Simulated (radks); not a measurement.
Q: All-electron atom: I+ in [Kr] 4d10 5s2 5p4 (the NIST ground configuration). Calculated with a radial shooting solver on a logarithmic mesh with Libxc functionals: scalar-relativistic Kohn-Sham, Wu-Cohen GGA, spin-polarised, spherical densities, point nucleus; open shells are filled with parallel spins first (spin-orbit coupling, left out, can overturn this in heavy ions). Some entries of the table are withheld. Estimate them.

orbital,occ.,eigenvalue (eV),<r> (bohr),r(max) (bohr)
1s up,1,-32990.57,0.02723,0.01754
1s down,1,-32990.50,0.02723,0.01754
2s up,1,-5105.150,0.1172,0.09913
2s down,1,-5105.117,0.1172,0.09913
2p up,3,-4583.850,0.1025,0.07947
2p down,3,-4583.794,0.1025,0.07948
3s up,1,-1037.823,0.3142,0.2857
3s down,1,-1037.761,0.3142,0.2857
3p up,3,-868.8771,0.3122,0.2794
3p down,3,-868.8077,0.3122,0.2794
3d up,5,-615.5682,0.2887,0.2317
3d down,5,-615.5025,0.2887,0.2317
4s up,1,-189.9906,0.7399,0.6803
4s down,1,-189.8406,0.7398,0.6804
4p up,3,-137.0177,0.7921,0.7147
4p down,3,-136.8563,0.7917,0.7149
4d up,5,-59.8145,0.9223,0.7780
4d down,5,-59.5602,0.9191,0.7778
5s up,1,(1),(2),1.693
5s down,1,(3),(4),1.681
5p up,3,-15.9787,2.308,(5)
5p down,1,-14.5764,2.324,(6)

A: 
(1) 5s up eigenvalue (eV): -26.8940
(2) 5s up <r> (bohr): 1.921
(3) 5s down eigenvalue (eV): -25.5623
(4) 5s down <r> (bohr): 1.914
(5) 5p up r(max) (bohr): 1.981
(6) 5p down r(max) (bohr): 1.973
